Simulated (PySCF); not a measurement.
AlI3, singlet, at a GFN2-xTB geometry (such geometries of metal compounds can be far from the true shape) (all electrons, no relativity).

Here is a job for PySCF.
```python
from pyscf import gto, scf, dft

mol = gto.Mole()
mol.atom = '''
    Al   -0.00000000   -0.00000000   -0.00000000
    I    -2.05711704   -1.44131268   -0.05276184
    I     0.00659413    2.22306763   -1.17039456
    I     2.05052292   -0.78175495    1.22315640
'''
mol.basis = 'sto-3g'
mol.verbose = 4
mol.build()

mf = dft.RKS(mol)
mf.xc = 'pbe'
mf.disp = 'd3bjm'
mf.kernel()
```

Task: What does this run give for the Mulliken (on the basis functions themselves) charges in atom order, total energy, HOMO energy?

Result: 
```yaml
Mulliken (on the basis functions themselves) charges in atom order: Al1 0.65, I2 -0.22, I3 -0.22, I4 -0.22
total_energy: -20796.2043 Eh
HOMO energy: -4.14 eV
```
